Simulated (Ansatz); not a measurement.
```yaml
crystal:
  periodic: [true, true, true]
  atoms:
    - {symbol: C, position_ang: [-0.375384, 0.356852, -1.120517]}
    - {symbol: P, position_ang: [-0.049335, -0.065706, -0.254330]}
    - {symbol: C, position_ang: [1.892145, 0.541468, -0.208762]}
    - {symbol: C, position_ang: [-0.082260, -1.993767, -0.224460]}
    - {symbol: Al, position_ang: [-1.178169, 1.033341, 1.878653]}
    - {symbol: H, position_ang: [-0.612369, 1.781254, -1.780130]}
    - {symbol: H, position_ang: [0.047536, -0.113522, -2.527985]}
    - {symbol: H, position_ang: [-1.363876, 0.194374, -1.702303]}
    - {symbol: H, position_ang: [2.198865, 0.014467, 0.873270]}
    - {symbol: H, position_ang: [1.858091, 1.609343, -0.329658]}
    - {symbol: H, position_ang: [2.610092, -0.237461, -0.932709]}
    - {symbol: H, position_ang: [-1.206857, -2.240227, -0.257667]}
    - {symbol: H, position_ang: [0.329045, -2.067437, -0.844877]}
    - {symbol: H, position_ang: [0.469349, -2.065085, 0.941660]}
    - {symbol: H, position_ang: [-0.942804, 2.488707, 1.563719]}
    - {symbol: H, position_ang: [-2.703300, 0.164268, 1.614152]}
    - {symbol: H, position_ang: [-0.243250, 0.333128, 2.895614]}
basis:
  gaussian: {orbitals: aug-pcseg-2, final_grid: {core_spheres: 20, valence_spheres: 16, degree: 47}, point_charges: [{charge: 1.00, position_ang: [5.902, -0.138, 0.078]}]}
hamiltonian: {xc: {name: revPBE}}
```

```sh
$ ansatz run in.yaml --threads 4 --pin off --events-out ev --progress --plain --max-ram 11315MiB
```

Output, abridged:

```
Error: YAML parse error: error: line 2 column 3: crystal: missing field `lattice` (a structure is typed as `lattice` and `atoms`, a molecule's as `atoms` in Å alone, or read from a run's directory, `checkpoint`)
 --> <input>:2:3
1 | crystal:
2 |   periodic: [true, true, true]
3 |   atoms:
4 |     - {symbol: C, position_ang: [-0.375384, 0.356852, -1.120517]}
```

Problem. What is wrong with this run?

Solution. The molecule is marked periodic without a cell. The input was rejected before any iteration.
